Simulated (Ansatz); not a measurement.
A CCSD(T) single point on `C#C[SiH]OC` radical.

```yaml
crystal:
  periodic: [false, false, false]
  atoms:
    - {symbol: C, position_ang: [-0.838816, -2.331697, 0.733002]}
    - {symbol: C, position_ang: [0.023801, -1.487197, 0.650463]}
    - {symbol: Si, position_ang: [1.377447, -0.312281, 0.347750]}
    - {symbol: O, position_ang: [0.809265, 1.187104, 0.009436]}
    - {symbol: C, position_ang: [-0.269496, 1.469624, -0.854536]}
    - {symbol: H, position_ang: [-1.599734, -3.073292, 0.821105]}
    - {symbol: H, position_ang: [2.247441, -0.177346, 1.541732]}
    - {symbol: H, position_ang: [-1.138105, 0.843813, -0.626714]}
    - {symbol: H, position_ang: [0.013750, 1.313077, -1.900188]}
    - {symbol: H, position_ang: [-0.542353, 2.516996, -0.719149]}
basis:
  gaussian: {orbitals: def2-SVP}
magnetization: {spin_polarized: true, initial_magnetization: 1}
correlation: {method: ccsd_t}
scf: {omitted_lower_state_checks: [cluster_reference]}
```

```sh
$ ansatz run in.yaml --threads 4 --pin off --events-out ev --progress --plain --max-ram 10444MiB
```

Output of Ansatz, abridged:

```
Functional definition: HF
990 factors; integrals over basis functions are off by at most 1.5e-3 eV
mean field evaluation 1: about -13058.0364 eV, gradient 2.4e1 eV
mean field evaluation 2: about -13058.0447 eV, gradient 2.4e1 eV
mean field evaluation 4: about -13061.4815 eV, gradient 3.4e0 eV
mean field evaluation 8: about -13061.5932 eV, gradient 2.4e-1 eV
mean field evaluation 16: about -13061.6042 eV, gradient 1.2e-6 eV
mean field -13061.60418159 eV, -480.0051002002 hartree, gradient 1.2e-6 eV, S^2 0.816298; 2 other end points of the search recorded, 0 dependent functions left out
9 core orbitals not correlated: weight in the atoms' cores, before any rotation towards them, 1.000 or more for the frozen orbitals, at most 0.000 for the correlated occupied ones
reference -13061.60418159 eV, -480.0051002002 hartree; 14, 13 occupied and 76, 77 virtual orbitals, 990 factors
second order -17.50642039 eV of doubles, -0.00000000 eV of singles
cycle   1  -18.02045135 eV  change   -5.1e-1 eV  update   1.2e-1
cycle   2  -18.60265210 eV  change   -5.8e-1 eV  update   4.0e-2
cycle   3  -18.77665362 eV  change   -1.7e-1 eV  update   2.6e-2
cycle   4  -18.79003144 eV  change   -1.3e-2 eV  update   1.2e-2
cycle   5  -18.79039859 eV  change   -3.7e-4 eV  update   6.4e-3
cycle   6  -18.79145094 eV  change   -1.1e-3 eV  update   2.3e-3
cycle   7  -18.79154090 eV  change   -9.0e-5 eV  update   9.8e-4
cycle   8  -18.79170538 eV  change   -1.6e-4 eV  update   3.7e-4
cycle   9  -18.79166849 eV  change    3.7e-5 eV  update   1.5e-4
cycle  10  -18.79160288 eV  change    6.6e-5 eV  update   7.2e-5
cycle  11  -18.79162509 eV  change   -2.2e-5 eV  update   4.0e-5
cycle  12  -18.79163830 eV  change   -1.3e-5 eV  update   1.7e-5
perturbative correction -0.63661867 eV, -0.0233953047 hartree
Total energy: -13081.03243857 eV, -480.7190754751 hartree
Checks for a lower state left out: cluster_reference
```

It took 11 s on 4 threads of an Arm Neoverse V2 on a shared host, with 0.83 GiB of host memory at the peak.

The correlation energy is -19.428 eV, 3.3 % of it from (T); the T1 diagnostic reads 0.0222.
